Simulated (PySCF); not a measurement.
CF$_{2}$ (SMILES F[C]F), triplet, at a GFN2-xTB geometry, with bond 3-2 at 1.3 times its length; TPSS/3-21G (PySCF).

The PySCF input:
```python
from pyscf import gto, scf, dft

mol = gto.Mole()
mol.atom = '''
    F    -1.12581513   -0.20827277    0.03627766
    C    -0.01622539    0.50613994    0.03483249
    F     1.48248929   -0.31974200   -0.08779885
'''
mol.basis = '3-21g'
mol.spin = 2
mol.verbose = 4
mol.build()

mf = dft.UKS(mol)
mf.xc = 'tpss'
mf.diis_space = 12
mf.kernel()
```

Problem. What does PySCF print? Leave out banner, timings and long lists.

Solution. 
```
PySCF version 2.14.0

[INPUT] verbose = 4
[INPUT] num. atoms = 3
[INPUT] num. electrons = 24
[INPUT] charge = 0
[INPUT] spin (= nelec alpha-beta = 2S) = 2
[INPUT] symmetry False subgroup None
[INPUT] Mole.unit = angstrom
[INPUT] Symbol           X                Y                Z      unit          X                Y                Z       unit  Magmom
[INPUT]  1 F     -1.125815130000  -0.208272770000   0.036277660000 AA   -2.127482262592  -0.393578494505   0.068554841840 Bohr   0.0
[INPUT]  2 C     -0.016225390000   0.506139940000   0.034832490000 AA   -0.030661543364   0.956465867304   0.065823866337 Bohr   0.0
[INPUT]  3 F      1.482489290000  -0.319742000000  -0.087798850000 AA    2.801498740701  -0.604224810521  -0.165915780552 Bohr   0.0

nuclear repulsion = 54.7095562560979
number of shells = 15
number of NR pGTOs = 45
number of NR cGTOs = 27
basis = 3-21g
ecp = {}

******** <class 'pyscf.dft.uks.UKS'> ********
method = UKS
initial guess = minao
damping factor = 0
level_shift factor = 0
DIIS = <class 'pyscf.scf.diis.CDIIS'>
diis_start_cycle = 1
diis_space = 12
diis_damp = 0
SCF conv_tol = 1e-09
SCF conv_tol_grad = None
SCF max_cycles = 50
direct_scf = True
direct_scf_tol = 1e-13
number electrons alpha = 13  beta = 11
XC library pyscf.dft.libxc version 7.1.2
    S. Lehtola, C. Steigemann, M. J. T. Oliveira, and M. A. L. Marques,  SoftwareX 7, 1–5 (2018)
XC functionals = tpss
    J. Tao, J. P. Perdew, V. N. Staroverov, and G. E. Scuseria,  Phys. Rev. Lett. 91, 146401 (2003)
    J. P. Perdew, J. Tao, V. N. Staroverov, and G. E. Scuseria,  J. Chem. Phys. 120, 6898 (2004)
    J. Tao, J. P. Perdew, V. N. Staroverov, and G. E. Scuseria,  Phys. Rev. Lett. 91, 146401 (2003)
    J. P. Perdew, J. Tao, V. N. Staroverov, and G. E. Scuseria,  J. Chem. Phys. 120, 6898 (2004)
radial grids:
    Treutler-Ahlrichs [JCP 102, 346 (1995); DOI:10.1063/1.469408] (M4) radial grids

becke partition: Becke, JCP 88, 2547 (1988); DOI:10.1063/1.454033
pruning grids: <function nwchem_prune>
grids dens level: 3
symmetrized grids: False
atomic radii adjust function: <function treutler_atomic_radii_adjust>
small_rho_cutoff = 0
Set gradient conv threshold to 3.16228e-05
tot grids = 42648
init E= -236.304834828931

cycle= 1 E= -236.190625439123  delta_E= 0.114  |g|= 0.497  |ddm|= 1.29

cycle= 2 E= -233.349885664248  delta_E= 2.84  |g|=  2.4  |ddm|= 1.71

cycle= 3 E= -236.239466974388  delta_E= -2.89  |g|= 0.424  |ddm|= 1.56

cycle= 4 E= -236.292492924197  delta_E= -0.053  |g|= 0.188  |ddm|= 0.349

cycle= 5 E= -236.303531066633  delta_E= -0.011  |g|= 0.042  |ddm|= 0.0852

cycle= 6 E= -236.30444720843  delta_E= -0.000916  |g|= 0.00585  |ddm|= 0.0441

cycle= 7 E= -236.304471474885  delta_E= -2.43e-05  |g|= 0.000762  |ddm|= 0.00696

cycle= 8 E= -236.304472073048  delta_E= -5.98e-07  |g|= 0.000304  |ddm|= 0.00145

cycle= 9 E= -236.304472142958  delta_E= -6.99e-08  |g|= 5.76e-05  |ddm|= 0.000481

cycle= 10 E= -236.304472145448  delta_E= -2.49e-09  |g|= 2.32e-05  |ddm|= 0.000102

cycle= 11 E= -236.304472145734  delta_E= -2.86e-10  |g|= 2.85e-06  |ddm|= 2.43e-05

Extra cycle  E= -236.304472145727  delta_E= 7.05e-12  |g|= 5.49e-06  |ddm|= 6.62e-06
converged SCF energy = -236.304472145727  <S^2> = 2.006328  2S+1 = 3.0042157
```
